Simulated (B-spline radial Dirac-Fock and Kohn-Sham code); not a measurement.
K-line shifts caused by a second vacancy in P²⁺

System: the P²⁺ ion in the configuration 1s2 2s2 2p6 3s2 3p1, inside a Watson sphere of charge -2 and radius 2 Å (a model of the Madelung potential; inside it an electron's potential energy is raised by 14.4 eV).

These are calculated numbers from a radial B-spline solver; the model is Dirac-Fock energy differences between relaxed states, corrected for Breit and QED terms. Each two-hole energy is an average over J within one jj subconfiguration, not an observable level; in light atoms, where LS coupling holds, the j-resolved values are not observed lines, and for a K spectator the Kα1 hypersatellite is nearly forbidden. No correlation.

Lines without a spectator: Kα2 (K-L2) 2015.0 eV, Kα1 (K-L3) 2015.8 eV. Shifts in eV with one spectator hole (a dash: not computed, or left out as unreliable):

```tsv
spectator hole	Kα2	Kα1
K (1s)	+151.0	+151.3
L2 (2p1/2)	+10.77	+13.55
L3 (2p3/2)	+13.24	+12.45
```
